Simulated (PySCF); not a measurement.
Electronic structure of Mo³⁺ (molybdenum, charge +3) at the UHF level

Configuration: [Kr] 4d3, high-spin 4F determinant. Calculation: PySCF 2.14, in x2c-SVPall (6s5p5d1f, 53 functions); the spin-free X2C one-electron Hamiltonian (Gaussian nucleus).

* Total energy: -4044.080165 hartree
* One-electron energy: -5533.8965 hartree
* Hartree (Coulomb) energy: 1611.6233 hartree
* Exchange energy: -121.8069 hartree
* ⟨S²⟩: 3.7533
* ⟨L²⟩: 12.041
* Sum of ⟨r⟩: 23.05 bohr
* Sum of ⟨r²⟩: 25.80 bohr²
* Langevin diamagnetic susceptibility: -20.4 ×10⁻⁶ cm³/mol
* Time after the integrals: 0.23 s of wall time on 1 thread of Neoverse-V1 (shared host)

```
shell  electrons  mean orbital energy (eV)  spread (eV)  rms radius, mean of both spins (bohr)
 1s β          1                  -20140.1            0                                 0.0404
 1s α          1                  -20140.1            0                                 0.0404
 2s α          1                   -2949.1            0                                  0.166
 2s β          1                   -2948.4            0                                  0.166
 2p α          3                   -2635.4            0                                  0.148
 2p β          3                   -2634.7            0                                  0.148
 3s α          1                   -562.42            0                                  0.456
 3s β          1                   -562.01            0                                  0.456
 3p α          3                   -456.39            0                                  0.462
 3p β          3                   -455.89            0                                  0.462
 3d α          5                   -283.82        1.067                                  0.453
 3d β          5                   -282.74        0.248                                  0.453
 4s α          1                   -113.90            0                                   1.18
 4s β          1                   -109.34            0                                   1.18
 4p α          3                   -82.785            0                                   1.30
 4p β          3                   -76.833            0                                   1.30
 4d α          3                   -40.382            0                                   1.73
```

Densities and radii are taken from the X2C orbitals without a picture-change correction, which distorts them close to the nucleus.
